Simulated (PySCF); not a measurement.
Ar⁺: ionisation energy

Ar⁺ [Ne] 3s2 3p5 (2P) → Ar²⁺ [Ne] 3s2 3p4 (3P), as a difference of total energies. Calculation: PySCF 2.14, in x2c-TZVPall; the spin-free X2C one-electron Hamiltonian (Gaussian nucleus). Correlated levels: valence: [Ne] frozen. The calculations carry no spin-orbit coupling.

```json
{"method": "UHF", "ionisation energy (eV)": "26.368"}
{"method": "PBE0", "ionisation energy (eV)": "27.613"}
{"method": "BP86", "ionisation energy (eV)": "27.725"}
{"method": "MP2 (valence)", "ionisation energy (eV)": "27.331"}
{"method": "SCS-MP2 (valence)", "ionisation energy (eV)": "27.324"}
{"method": "CCSD (valence)", "ionisation energy (eV)": "27.297"}
{"method": "CCSD(T) (valence)", "ionisation energy (eV)": "27.330"}
```

How much does correlation contribute at CCSD(T) (valence)?

27.330 − (26.368) = 0.962 eV, measured against UHF.

The reference lies between the lowest fine-structure levels, while these numbers refer to the centres of the terms.

Errors of the correlated levels include the incompleteness of this basis and the frozen core.

For comparison: 27.630 eV (measured; NIST Atomic Spectra Database, ionization energies).
